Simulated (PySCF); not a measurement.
Estimate the missing entries of this data sheet.

Compound: C5H6NPS.
SMILES: `CSc1ncccp1`

Conformer (atom-mapped SMILES and torsion angles): `[CH3:1][S:2][c:3]1[n:4][cH:5][cH:6][cH:7][p:8]1`: C1–S2–C3–N4 1°.

```csv
property,level,value
point group,PBE0-D3(BJ)/def2-SVP,Cs
"rotational constants A, B, C",PBE0-D3(BJ)/def2-SVP,?
dipole moment,wB97X-D/def2-SVPD,2.16 D
HOMO energy,wB97X-D/def2-SVPD,?
LUMO energy,wB97X-D/def2-SVPD,-0.25 eV
lowest singlet excitation,TDDFT wB97X-D/def2-SVPD,?
strongest line among the 10 lowest singlet transitions,TDDFT wB97X-D/def2-SVPD,?
lowest triplet excitation (Tamm–Dancoff),TDA wB97X-D/def2-SVPD,2.77 eV
static isotropic polarisability,wB97X-D/def2-SVPD,114.2 au
vertical ionisation energy,ΔSCF wB97X-D/def2-SVPD,8.11 eV
vertical electron affinity,ΔSCF wB97X-D/def2-SVPD,?
electronic spatial extent ⟨r²⟩ about the centre of nuclear charge,wB97X-D/def2-SVPD,1356 bohr²
13C chemical shifts (computed TMS as zero) by class,GIAO KT2/pcSseg-1,?
1H chemical shifts (computed TMS as zero) by class,GIAO KT2/pcSseg-1,"8.62 (1 H), 8.17 (1 H), 6.53 (1 H), 2.39 (3 H) ppm"
"isotropic shieldings of nuclei other than C and H, by class",GIAO KT2/pcSseg-1,?
```

Gas-phase values; electronic properties from PySCF, density fitting. The structure is a single PBE0-D3(BJ)/def2-SVP conformer in the gas phase; no vibrational or solvent corrections. NMR classes are plain means over equivalent atoms (diastereotopic ones count apart unless rotation or inversion swaps them), as if these changed places fast; in this geometry the members of some classes differ.

(1) The HOMO energy?

(2) The lowest singlet excitation?

(3) Give the vertical electron affinity.

(4) The isotropic shieldings of nuclei other than C and H, by class?

(5) Give the rotational constants A, B, C.

(6) What is the strongest line among the 10 lowest singlet transitions?

(7) Give the 13C chemical shifts (computed TMS as zero) by class.

Results:

(1) -7.99 eV.

(2) 3.87 eV (320 nm, f = 0.044).

(3) 0.22 eV.

(4) -49 (1 N), 157 (1 P), 400 (1 S) ppm.

(5) 2.945, 1.124, 0.818 GHz.

(6) S7 at 5.76 eV (215 nm, f = 0.253).

(7) 191.3 (1 C), 160.5 (1 C), 140.2 (1 C), 112.8 (1 C), 17.6 (1 C) ppm.

No computed singlet falls in the visible range (750 to 380 nm, 1.65 to 3.26 eV); S1 lies 0.61 eV above its blue end. The polarisability is 16.92 Å³ as a volume (1 au = 0.148185 Å³), or 1.54 au for each of the 74 electrons. The rotational constants make it an asymmetric top with κ = (2B − A − C)/(A − C) = -0.71, nearer the prolate limit (−1). The dipole matches unit charges of opposite sign 0.45 Å apart (1 e·Å = 4.8032 D).
